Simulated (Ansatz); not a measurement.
`[SiH3][CH2][SnH2][Cl]` + HI → `[Cl][SnH2][I]` + `C[SiH3]`  (ligand exchange at the Sn–C bond)

Gas-phase electronic energies from Ansatz, PBE0-D4/def2-TZVP geometries. CCSD(T)/CBS adds triple-zeta CCSD(T) − MP2 to the extrapolated MP2 energy (def2 sets, frozen cores). This one scheme is used for every species. DFT in def2-TZVPP. Elements past krypton have def2 core potentials. For I, Sn outer-core shells are correlated without core-valence functions, which leaves a few kJ/mol of doubt a bond. Each species was taken in one conformer, which may not be the lowest.

CCSD(T)/CBS gives -116.7 kJ/mol.

Question: Another level gave -120.3 kJ/mol. Which?
A. PBE0-D4/def2-TZVPP
B. ωB97M-V/def2-TZVPP
C. CCSD(T)/def2-TZVPP
D. MP2/def2-TZVPP

Answer: A. PBE0-D4 -120.3, CCSD(T)/def2-TZVPP -104.4, ωB97M-V -116.1, MP2/def2-TZVPP -110.1 kJ/mol.

Largest T1 diagnostic among the species: 0.011.

The D4 term adds +6.1 kJ/mol with B3LYP and +3.6 kJ/mol with PBE0; it sums over pairs of atoms, weighted by their polarisabilities, and B3LYP, whose exchange is more repulsive, gets the larger term. In def2-TZVPP, CCSD(T) changes the Hartree–Fock value by +31.1 kJ/mol (the triples alone add +2.5 kJ/mol) and MP2 by +25.5 kJ/mol.

B3LYP here is the variant with VWN-RPA as its local correlation; programs differ in this.
